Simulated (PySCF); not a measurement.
C4H12Si2, SMILES C1CC[SiH2][SiH2]C1. Coordinates come from a PBE-D3(BJ)/def2-SVP optimisation. Other conformers were not sampled.

Give the equilibrium geometry at PBE-D3(BJ)/def2-SVP (PySCF confirms it by a frequency run) as a Z-matrix, and its point group. (The exact figures need the calculation; the answer reports its results.)

This is not unique; one that fits is point group C2.
```
C
H 1 1.1115
H 1 1.1139 2 105.37
C 1 1.5411 2 107.85 3 -116.18
H 4 1.1115 1 107.85 2 42.80
H 4 1.1139 5 105.37 1 116.18
C 1 1.5434 2 108.36 3 117.40
H 7 1.1111 1 110.14 2 -50.13
H 7 1.1129 8 105.93 1 -118.60
C 4 1.5434 5 108.36 6 117.40
H 10 1.1111 4 110.14 5 -50.13
H 10 1.1129 11 105.93 4 -118.60
Si 10 1.9119 11 108.51 12 -115.46
H 13 1.5073 10 111.34 11 64.53
H 13 1.5103 14 108.14 10 120.22
Si 7 1.9119 8 108.51 9 -115.46
H 16 1.5073 7 111.34 8 64.53
H 16 1.5103 17 108.14 7 120.22
```
